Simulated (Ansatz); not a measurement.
Energy needed to pull apart BHClOF (SMILES OB(F)Cl), singlet, into free ground-state atoms, from the structure below (displaced at random from a GFN2-xTB minimum); no zero-point or spin–orbit terms; open-shell atoms are treated unrestricted, in their ground-state multiplicity.

| atom | x (Å) | y (Å) | z (Å) |
| --- | --- | --- | --- |
| O1 | 0.5192 | 0.8300 | 0.2953 |
| B2 | 0.0373 | -0.3781 | 0.0996 |
| F3 | 0.6062 | -1.4017 | 0.7220 |
| Cl4 | -1.2653 | -0.7442 | -0.9762 |
| H5 | 0.1461 | 1.6074 | -0.1639 |

Computed with Ansatz 0.2.0 (basis: def2-TZVPP); correlated methods freeze the cores.

| method | atomization energy (kJ/mol) |
| --- | --- |
| PBE-D4 | 2191 |
| r2SCAN-D4 | 2151 |
| PBE0-D4 | 2130 |
| r2SCANh-D4 | 2129 |
| CAM-B3LYP-D4 | ? |
| wB97M-V | 2142 |
| HF | 1576 |
| MP2 | 2170 |
| CCSD | ? |
| CCSD(T) | 2068 |

Q: What does CCSD give? (Judge from chemistry; the value comes from the calculation.)

A: Computed: 2029 kJ/mol, which is about 39 kJ/mol less than CCSD(T)/def2-TZVPP.

Q: What does CAM-B3LYP-D4 give? (To be estimated.)

A: Computed: 2136 kJ/mol, which is about 69 kJ/mol more than CCSD(T)/def2-TZVPP.

In triple zeta the MP2 and coupled-cluster atomization energies are still short of their basis limit by a few kcal/mol a bond, whereas those of the functionals are nearly converged, so these differences are not deviations from converged CCSD(T).

T1 diagnostic: at most 0.012.

For scale, one of the runs: CCSD(T)/def2-TZVPP forces, 149 basis functions (an equivalent command: `ansatz run in.yaml --threads 4`). Hardware: 4 CPU threads, shared host. Wall time 76 s; peak host memory 1.8 GiB.
